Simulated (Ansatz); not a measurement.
Cartesian coordinates in Å:
```
B -1.002 1.582 -0.469
B -1.481 0.637 0.610
C -0.823 -0.499 1.373
Si 0.520 0.351 0.248
C 1.339 -0.858 -0.918
H -1.729 0.437 -0.706
H -1.107 2.424 -1.290
H -0.669 -0.349 2.439
H -1.033 -1.537 1.127
H 1.478 1.126 1.071
H 2.005 -1.534 -0.377
H 1.922 -0.328 -1.674
H 0.581 -1.454 -1.433
```

Total charge 0; spin multiplicity 1. The bonds changed during the relaxation, so this is another structure than the one it started from.

Q: List the PBE/def2-TZVPP orbital energies in eV (Ansatz 0.2.0). (Best estimate.)

A: The calculation gave: Occupied: -1779.69, -268.88, -268.84, -177.07, -176.42, -137.41, -94.17, -94.13, -94.11, -18.26, -17.28, -14.85, -11.94, -10.64, -10.57, -10.14, -10.01, -9.09, -8.14, -7.73, -6.92, -5.76. Lowest empty: -1.56, -0.45, 0.15, 0.38, 0.49, 1.05, 1.19, 1.82.
